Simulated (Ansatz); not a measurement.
Species: SbH2, charge 1, singlet. A triplet may lie lower; no result for it is given here. SbH2+ (parent SMILES [SbH2], singlet).
B3LYP-D3(BJ)/def2-TZVP minimum from Ansatz (an electronic-structure program):
```
Sb
H 1 1.7139
H 1 1.7139 2 90.22
```
Charge +1, spin multiplicity 1.

Total energies in def2-TZVPP, 6 correlated electrons, 9 frozen orbitals. UHF or UKS for unpaired electrons; spin-orbit terms are left out. Cores are frozen in correlated methods (noble-gas shells, and filled d and f shells in the p block). Past Kr the def2 sets carry scalar-relativistic core potentials. Spin-orbit terms, left out, reach several kcal/mol for Br and I, and more for heavier atoms. The restricted determinant of H2Sb+ (parent SMILES [SbH2], singlet) is unstable towards broken spin symmetry in at least one set run. The spin of H2Sb+ (parent SMILES [SbH2], singlet) was assumed, and the state is the lowest solution found for it.

```csv
method,program,energy (Eh),minus CCSDTQ (mEh)
HF,Ansatz,-240.10124,128.32
MP2,Ansatz,-240.20105,28.51
CCSD,Ansatz,-240.22589,3.67
CCSD(T),Ansatz,-240.22884,0.72
CCSDT(Q),Ansatz,-240.22954,0.02
CCSDTQ,Ansatz,-240.22956,0.00
```

Rough core times of Ansatz's runs on a shared machine: CCSD(T) under 20 s, CCSDT(Q) 30 s, CCSDTQ 7 min.
